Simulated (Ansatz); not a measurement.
`C[SiH](Cl)[GeH3]` + NH₃ → `C[SiH](N)Cl` + GeH₄ at 500 K and 1 bar (cleavage of the Si–Ge bond).

Program: Ansatz. Geometries: PBE0-D4/def2-TZVP. ΔE: electronic, gas phase. CBS: MP2 limit from def2 TZ/QZ plus the TZ coupled-cluster correction, frozen cores. This one scheme is used for every species. For Ge outer-core shells are correlated without core-valence functions, which leaves a few kJ/mol of doubt a bond. Scalar relativity is left out up to krypton. Each species was taken in one conformer, which may not be the lowest.

```
           species  CCSD(T)/CBS energy (Eh)  H − E (kJ/mol)  S (J/(mol·K))
`C[SiH](Cl)[GeH3]`              -2867.29429           237.2          445.2
               NH₃                -56.50880           108.2          211.8
     `C[SiH](N)Cl`               -845.32705           237.6          392.8
              GeH₄              -2078.49493            99.4          244.6
```

H − E and S are ideal-gas, rigid-rotor, harmonic terms from PBE0-D4/def2-TZVP, for one conformer and one mirror image of each species. 1 Eh = 2625.50 kJ/mol, R = 8.31446 J/(mol·K).

Problem. By hand: ΔE, ΔH, ΔS and ΔG.

Solution. ΔE = (-845.32705) + (-2078.49493) − (-2867.29429) − (-56.50880) = -0.01889 Eh = -49.6 kJ/mol. Δ(H − E) = 237.6 + 99.4 − 237.2 − 108.2 = -8.4, so ΔH = -58.0 kJ/mol. ΔS = 392.8 + 244.6 − 445.2 − 211.8 = -19.6 J/(mol·K). ΔG = -58.0 − 500 × (-19.6)/1000 = -48.2 kJ/mol.

Problem. By hand: the equilibrium constant, and the temperature at which ΔG would vanish if ΔH and ΔS stayed fixed.

Solution. log₁₀ K = −ΔG/(RT ln 10) = 5.0. ΔG = 0 at ΔH/ΔS = 2959 K, far beyond where these terms or the molecules hold.

ΔH outweighs TΔS. A doubt of 5 kJ/mol in ΔE shifts log₁₀ K by 0.5 here. Other conformers and mirror images would add mixing entropy, several J/(mol·K) or more a flexible species. These are equilibria of isolated gas molecules and say nothing of rates. Largest T1 diagnostic: 0.012 (customary marks: 0.02 for closed shells, 0.045 for open ones).
